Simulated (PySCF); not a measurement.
digermane cation (Ge2H6), SMILES [GeH3][GeH3] (connectivity only; charge and spin as stated), charge +1, multiplicity 2. Geometry optimised at B3LYP-D3(BJ)/def2-TZVP. The spin state was assumed, not searched.

All values below come from B3LYP-D3(BJ)/def2-TZVP in PySCF.

Harmonic wavenumbers (cm⁻¹): 85, 121, 243, 243, 308, 308, 648, 705, 837, 837, 843, 843, 2158, 2160, 2209, 2209, 2216, 2216. Rotational constants (GHz): 36.51, 1.577, 1.577; symmetry number 6.

### Question
Work out the zero-point energy and the ideal-gas rigid-rotor harmonic-oscillator thermochemistry at 298.15 K and 1 atm.

### Answer
ZPE = ½ Σ hcν = ½ × 19187 cm⁻¹ = 27.43 kcal/mol. H − E(el) = 32.18 kcal/mol. Entropy in cal/(mol K): translation 40.95, rotation 22.11, vibration 14.56, spin 1.38, total 79.00. G − E(el) = 8.62 kcal/mol. Cp = 22.84 cal/(mol K). Modes under 150 cm⁻¹ make the vibrational entropy uncertain.
